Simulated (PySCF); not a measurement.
# Circular dichroism and optical rotation of `InChI=1S/C5H11ClGe/c1-4-2-5(6)3-7-4/h4-5H,2-3,7H2,1H3/t4-,5+/m1/s1`

Computed, not measured: TDDFT wB97X-D/def2-SVPD circular dichroism and optical rotation, one conformer, gas phase in PySCF 2.14.0. Geometry: GFN2-xTB.

Input:
```
{"job": {"kind": "ecd", "xc": "wB97X-D", "basis": "def2-SVPD", "nstates": 16}, "charge": 0, "multiplicity": 1}
C     -2.139895    -0.101109     0.075806
C     -0.808792    -0.154386    -0.664456
C      0.131935    -1.250406    -0.133163
C      1.221732    -0.664196     0.756422
Cl     0.465168    -0.008846     2.229652
C      1.881736     0.506322     0.056619
Ge     0.278080     1.519851    -0.516277
H     -1.993064     0.111739     1.131423
H     -2.670041    -1.049122    -0.015111
H     -2.768334     0.682724    -0.344732
H     -1.024063    -0.361543    -1.716562
H      0.635561    -1.744519    -0.968355
H     -0.428613    -2.009975     0.414861
H      1.927474    -1.432637     1.082734
H      2.456855     0.146455    -0.797912
H      2.561345     1.032629     0.722740
H     -0.213165     2.518719     0.488957
H      0.477321     2.264618    -1.814303
```
Coordinates are in Å.

Command: `OMP_NUM_THREADS=1 python excited_run.py task.json out`

(1) Show the output.

Answers

(1) H and L stand for HOMO and LUMO.
```
coarse grid: 66824 points
cycle   1  E = -2733.7770893512  dE =  3.266e-01  |g| = 4.829e-01  |ddm| = 5.981e+00
cycle   2  E = -2733.7953670471  dE = -1.828e-02  |g| = 4.429e-01  |ddm| = 1.478e+00
cycle   3  E = -2733.8257692679  dE = -3.040e-02  |g| = 3.270e-02  |ddm| = 7.091e-01
cycle   4  E = -2733.8260345025  dE = -2.652e-04  |g| = 1.734e-02  |ddm| = 1.074e-01
cycle   5  E = -2733.8261137390  dE = -7.924e-05  |g| = 3.766e-03  |ddm| = 4.195e-02
cycle   6  E = -2733.8261181774  dE = -4.438e-06  |g| = 1.334e-03  |ddm| = 1.174e-02
final grid: 139920 points
cycle   7  E = -2733.8250728655  dE = -2.568e-06  |g| = 1.288e-03  |ddm| = 2.159e-02
cycle   8  E = -2733.8250729356  dE = -7.009e-08  |g| = 1.228e-03  |ddm| = 5.499e-03
cycle   9  E = -2733.8250732237  dE = -2.881e-07  |g| = 9.593e-05  |ddm| = 2.188e-03
cycle  10  E = -2733.8250732270  dE = -3.310e-09  |g| = 4.853e-05  |ddm| = 3.564e-04
cycle  11  E = -2733.8250732277  dE = -7.408e-10  |g| = 1.089e-05  |ddm| = 1.470e-04
converged SCF energy = -2733.8250732277

Singlet excitations and rotatory strengths (1e-40 esu^2 cm^2)
state   eV       nm     f(len)   f(vel)    R(len)    R(vel)   main configurations
  1   7.4849   165.6  0.00258  0.00300     8.098     8.467   H-1->L+1 0.33, H-1->L+3 0.15, H-1->L+2 0.14
  2   7.5591   164.0  0.01606  0.01519    -3.380    -3.678   H->L+1 0.42, H-2->L+1 0.09, H-2->L+3 0.08
  3   7.6358   162.4  0.02612  0.02772    -2.091    -2.566   H->L+1 0.28, H-2->L+1 0.25, H-2->L+3 0.10
  4   7.7286   160.4  0.03222  0.03292    16.718    16.721   H->L 0.76, H->L+1 0.08
  5   8.0682   153.7  0.03901  0.03996   -69.549   -70.419   H->L+2 0.54, H->L+3 0.09
  6   8.1715   151.7  0.02723  0.02762   -35.777   -36.577   H-1->L 0.44, H-1->L+1 0.18
  7   8.2602   150.1  0.01338  0.01372    59.917    61.464   H-3->L+1 0.34, H->L+3 0.19
  8   8.2880   149.6  0.02043  0.02114    47.781    48.226   H-1->L+2 0.29, H-1->L 0.21, H-4->L+1 0.12
  9   8.4064   147.5  0.00430  0.00457     2.087     1.623   H-2->L 0.34, H->L+3 0.12, H-3->L+1 0.10
 10   8.4289   147.1  0.04657  0.04711   -11.442   -12.138   H-2->L 0.24, H->L+6 0.15, H->L+3 0.13
 11   8.5469   145.1  0.24250  0.24793   -40.267   -41.408   H->L+4 0.37, H->L+6 0.12, H->L+3 0.11
 12   8.6581   143.2  0.11697  0.11823   -22.359   -21.907   H-3->L 0.53
 13   8.7495   141.7  0.07498  0.07701     1.689     2.376   H-1->L+2 0.16, H-1->L+3 0.16, H-4->L 0.09
 14   8.8595   139.9  0.00267  0.00221     0.918     0.267   H-3->L+2 0.25, H-4->L 0.11, H-3->L+1 0.08
 15   8.8991   139.3  0.00146  0.00154     6.045     5.823   H-2->L+2 0.23, H-2->L+1 0.20
 16   9.0072   137.7  0.02834  0.02992    56.611    58.628   H->L+4 0.25, H->L+6 0.24

Specific rotation (deg / (dm g/mL))
    nm     length   length(OI)   velocity    alpha(len)  alpha(vel)
  633.0      -1.71      -0.99      -9.72      100.164    100.288
  589.3      -2.05      -1.22     -11.39      100.518    100.644
  546.0      -2.52      -1.55     -13.53      100.961    101.089
  436.0      -4.84      -3.32     -23.00      102.799    102.934
  405.0      -6.14      -4.38     -27.66      103.636    103.775
  365.0      -8.77      -6.62     -36.34      105.094    105.239
  355.0      -9.71      -7.43     -39.20      105.550    105.697
```

The calculation is non-relativistic, which matters for the atoms heavier than Zn.

It took 2.7 min wall time on 1 thread of an Intel Xeon Platinum 8488C, shared host, peak memory 1.2 GiB.
